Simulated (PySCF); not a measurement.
CH3F2MoNS, SMILES [Mo]([F])([F])(=[N]C)=[S], multiplicity 1. Geometry optimised at PBE0-D3(BJ)/def2-SVP. The multiplicity is an assumed one; no other spin state was optimised. The structure was generated by enumeration; whether it is a known compound was not checked. The def2 effective core potentials stand for the cores of Mo; spin–orbit coupling is left out.

Computed equilibrium geometry at PBE0-D3(BJ)/def2-SVP (PySCF confirms it by a frequency run) as a Z-matrix, and its point group:
point group Cs.
```
N
C 1 1.4142
H 2 1.1023 1 110.33
H 2 1.1023 3 108.47 1 -120.95
H 2 1.1058 3 108.94 4 -118.46
Mo 1 1.6983 2 157.50 3 120.08
F 6 1.8488 1 107.28 2 117.05
F 6 1.8488 1 107.28 2 -117.05
S 6 2.1085 1 104.22 2 0.00
```
Charge 0, spin multiplicity 1.
